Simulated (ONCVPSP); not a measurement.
## Fe: excitation energies, all-electron against ONCV

ONCVPSP 4.0.1 input, shortened (lines: element, Z, core and valence counts, functional; n l f; lmax; l rc ep ncon nbas qcut; lloc lpopt rc5 dvloc0; l nproj debl; icmod fcfact rcfact), PBE, scalar-relativistic:

```
  Fe 26.00    3    4        4      upf
    1    0    2.00
    2    0    2.00
    2    1    6.00
    3    0    2.00
    3    1    6.00
    3    2    6.00
    4    0    2.00
    2
    0    1.60    0.00    4    8    8.40
    1    1.10    0.00    4    7   14.20
    2    1.90    0.00    4    9    9.80
    4    4    0.80    3.00
    0    2    0.60
    1    2    0.80
    2    2    1.70
    2    0.75    0.90
```

In the p channel the program set the typed energies aside and used -2.207, 0.250 Ha.

Energies are relative to the spin-unpolarised reference configuration 3s2 3p6 3d6 4s2; without spin polarisation the order of configurations can differ from experiment.

```json
{"valence configuration": "3s2 3p6 3d5 4s0", "charge": "+3", "ΔE all-electron (eV)": "59.155", "error AE − PS (meV)": "+54"}
{"valence configuration": "3s2 3p6 3d5 4s2 4p1", "charge": "0", "ΔE all-electron (eV)": "8.747", "error AE − PS (meV)": "+117"}
```

Task: What are ΔE and the potential's error for 3s2 3p6 3d6 4s1?

Result: ΔE = 8.729 eV all-electron; the error (AE − PS) is +0.6 meV.

Task: What are ΔE and the potential's error for 3s2 3p6 3d6 4s0?

Result: ΔE = 24.932 eV all-electron; the error (AE − PS) is +1.9 meV.
